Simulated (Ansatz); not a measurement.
Geometry optimisation, RKS PBE/def2-SVP in Ansatz.

The input (input.yaml):

```yaml
crystal:
  periodic: [false, false, false]
  atoms:
    - { symbol: Ti, position_ang: [0.53131, 0.267516, -0.27363] }
    - { symbol: O, position_ang: [-1.01021, -0.140901, 2.411481] }
    - { symbol: H, position_ang: [-1.415231, 0.634792, 1.957876] }
    - { symbol: O, position_ang: [1.413665, 0.064994, -1.820239] }
    - { symbol: H, position_ang: [2.020325, -0.682954, -1.989294] }
    - { symbol: O, position_ang: [-1.001241, 1.179233, -0.528823] }
    - { symbol: H, position_ang: [-1.822119, 0.916933, -0.991002] }
    - { symbol: O, position_ang: [0.138691, -1.346273, 0.334574] }
    - { symbol: H, position_ang: [-0.407535, -1.195513, 1.166951] }
    - { symbol: Br, position_ang: [1.926088, 1.468045, 1.455834] }
    - { symbol: H, position_ang: [-0.160442, 0.244628, 2.761074] }
basis:
  gaussian: { orbitals: def2-SVP }
hamiltonian:
  xc: pbe
relax:
  f_tol: 0.03
  max_steps: 50
```

Launched with:

```bash
$ ansatz run input.yaml --threads 4 --pin off --max-ram 5120MiB --backend cpu --events-out ev --progress --plain --runs-dir out
```

Question: Where does it end, and by what steps?

Answer: The run converged. After 18 steps the energy has fallen by 0.202 eV; H11 moved furthest, 1.12 Å.

```tsv
step	energy less start (eV)	largest force component (eV/Å)	accepted
0	0.0000	0.569	yes
1	-0.0302	1.082	yes
2	-0.0546	0.793	yes
3	-0.0696	0.627	yes
4	-0.0772	1.126	yes
5	-0.1347	0.352	yes
6	-0.1546	0.646	yes
7	-0.1688	0.207	yes
8	-0.1669	0.815	no
9	-0.1750	0.065	yes
10	-0.1796	0.270	yes
11	-0.1829	0.108	yes
12	-0.1866	0.251	yes
13	-0.1901	0.218	yes
14	-0.1948	0.206	yes
15	-0.1980	0.195	yes
16	-0.2009	0.080	yes
17	-0.2014	0.072	yes
18	-0.2019	0.021	yes
```

```xyz
11
Properties=species:S:1:pos:R:3
Ti 0.860 0.363 -0.167
O -1.497 -0.511 2.129
H -1.570 0.177 1.417
O 1.198 -0.083 -1.867
H 1.408 -0.958 -2.241
O -0.799 1.129 0.004
H -1.316 1.549 -0.707
O 0.733 -1.056 0.860
H -0.097 -1.067 1.456
Br 2.538 1.857 0.684
H -1.245 0.009 2.916
```

Whether the end is a true minimum wasn't checked by a vibrational analysis.

Run time: 50 s on 4 threads of Arm Neoverse V1, with other jobs on the host, peak memory 0.24 GiB.
